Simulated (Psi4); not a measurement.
Conformational energy of C₄H₇B, SMILES BCCC#C. Scanned: dihedral H6–B1–C2–C3 and dihedral B1–C2–C3–C4; all other coordinates were relaxed at GFN2-xTB. Points at φ and −φ are mirror images. Heavy atoms are numbered in the order of the SMILES BCCC#C, hydrogens after them in the order of the atoms that carry them; the mirror image has the same energies with the sign of each dihedral reversed.

Level of theory: PBE-D3(BJ)/def2-SVP // GFN2-xTB run with Psi4.

Energy in kJ/mol above the lowest grid point; x is the dihedral H6–B1–C2–C3 (°), y the dihedral B1–C2–C3–C4 (°).

| y \ x | -150 | -120 | -90 | -60 | -30 | 0 | 30 | 60 | 90 | 120 | 150 | 180 |
|---|---|---|---|---|---|---|---|---|---|---|---|---|
| 180 | 2.5 | 8.0 | 10.2 | 8.2 | 2.0 | 0.0 | 2.0 | 8.2 | 10.2 | 8.0 | 2.5 | 0.0 |
| 150 | 9.6 | 14.5 | 15.0 | 12.7 | 4.5 | 4.7 | 9.3 | 14.8 | 15.1 | 12.7 | 5.4 | 4.4 |
| 120 | 14.1 | 20.5 | 19.1 | 19.8 | 12.3 | 10.7 | 13.4 | 20.7 | 19.1 | 19.6 | 13.1 | 10.7 |
| 90 | 5.6 | 12.8 | 15.3 | 14.6 | 8.8 | 4.6 | 4.7 | 12.7 | 15.3 | 14.3 | 9.1 | 4.3 |
| 60 | 1.7 | 6.9 | 11.2 | 10.3 | 3.3 | 0.4 | 1.2 | 6.9 | 11.4 | 10.3 | 3.8 | 0.4 |
| 30 | 10.1 | 11.3 | 14.9 | 15.3 | 7.5 | 7.2 | 9.7 | 11.2 | 15.0 | 15.8 | 8.5 | 7.2 |
| 0 | 16.3 | 20.6 | 16.5 | 20.5 | 15.3 | 14.1 | 15.3 | 20.5 | 16.5 | 20.6 | 16.3 | 14.1 |
| -30 | 8.5 | 15.8 | 15.0 | 11.2 | 9.7 | 7.2 | 7.5 | 15.3 | 14.9 | 11.3 | 10.1 | 7.2 |
| -60 | 3.8 | 10.3 | 11.4 | 6.9 | 1.2 | 0.4 | 3.3 | 10.3 | 11.2 | 6.9 | 1.7 | 0.4 |
| -90 | 9.1 | 14.3 | 15.3 | 12.7 | 4.7 | 4.6 | 8.8 | 14.6 | 15.3 | 12.8 | 5.6 | 4.3 |
| -120 | 13.1 | 19.6 | 19.1 | 20.7 | 13.4 | 10.7 | 12.3 | 19.8 | 19.1 | 20.5 | 14.1 | 10.7 |
| -150 | 5.4 | 12.7 | 15.1 | 14.8 | 9.3 | 4.7 | 4.5 | 12.7 | 15.0 | 14.5 | 9.6 | 4.4 |

Points that lie below all their neighbours on the grid: x = 180, y = 180 (0.0 kJ/mol); x = 0, y = 180 (0.0 kJ/mol); x = 180, y = -60 (0.4 kJ/mol); x = 180, y = 60 (0.4 kJ/mol); x = 0, y = -60 (0.4 kJ/mol); x = 0, y = 60 (0.4 kJ/mol). The lowest path on the grid from the first to the second passes x = -90, y = 180 at 10.2 kJ/mol.
